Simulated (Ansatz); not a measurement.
Saddle point of SiN$_{2}$H$_{6}$O$_{2}$, closed shell (SiN₂H₆O₂ ([NH2][Si]([NH2])([OH])[OH]) → SiNH₃O₂ ([NH][Si]([OH])[OH]) + NH₃ (still joined by a long Si–N bond); bonds formed: N2–H4; bonds broken: N3–H4; bonds weakened to dative contacts: Si1–N2), PBE0-D4/def2-TZVP structure:

```xyz
11
angstrom
Si -0.4686 -0.0354 0.0122
N 1.3205 0.4545 0.1622
N 0.0277 -1.4748 0.6035
H 1.2415 -0.6816 0.5621
O -0.9628 0.1847 -1.5453
O -1.3491 1.0553 0.8600
H 1.8625 0.6133 -0.6766
H 1.5511 1.1464 0.8633
H -0.4597 -2.2904 0.9274
H -0.8406 -0.5870 -2.1012
H -1.9223 1.6149 0.3324
```

Energies are electronic, without zero-point energy. Barriers and step energies count from the start structure reached by relaxing down the imaginary mode; all methods use the PBE0-D4 structures, on which another method's saddle can fall below an end. Computed with Ansatz 0.2.0 (basis: def2-TZVPP, with def2-QZVPP for the basis limit); correlated methods freeze the cores. B3LYP uses VWN-RPA correlation. Extrapolation: Hartree–Fock as exp(−7.88 √X), correlation as X^−2.97.

| method | barrier (kcal/mol) | step energy (kcal/mol) |
| --- | --- | --- |
| SPW92 | 41.41 | 39.92 |
| PBE-D4 | 44.89 | 39.57 |
| BLYP-D4 | 48.08 | 40.23 |
| r2SCAN-D4 | 49.13 | 42.56 |
| B97M-V | 52.33 | 43.11 |
| PBE0-D4 | 49.57 | 43.06 |
| B3LYP-D4 | 51.59 | 43.19 |
| r2SCAN0-D4 | 52.12 | 44.79 |
| BHLYP-D4 | 56.91 | 46.82 |
| CAM-B3LYP-D4 | 52.99 | 44.91 |
| wB97X-V | 52.77 | 44.58 |
| wB97M-V | ? | 43.57 |
| B2PLYP | ? | 43.22 |
| PBE-QIDH | 51.94 | 44.43 |
| RPA on PBE | 51.38 | 42.39 |
| HF | 65.24 | 50.82 |
| MP2 | ? | 42.82 |
| CCSD | 54.68 | 44.87 |
| CCSD(T) | 52.20 | 43.29 |

**Question.** Fill in the withheld barriers. (Judge from chemistry; the value comes from the calculation.)

**Answer.** Computed: wB97M-V 51.87; MP2 50.81; B2PLYP 51.72 kcal/mol. Each is the energy of the saddle less that of the start structure, by the same method.

For comparison, the barrier by CCSD(T) at an estimated basis limit (MP2 extrapolated from triple and quadruple zeta, plus CCSD(T) − MP2 in triple zeta) is 52.23 kcal/mol.

No T1 diagnostic of these runs exceeds 0.013.

Labels in which every atom is bracketed show which atoms are joined, not bond orders.

For scale, one of the runs: CCSD(T)/def2-TZVPP, 250 basis functions, launched by `ansatz run in.yaml --threads 8 --pin off --events-out ev --progress --plain --max-ram 19148MiB`. Hardware: 8 CPU threads of an Arm Neoverse V1, shared host. Wall time 120 s; peak host memory 5.6 GiB.
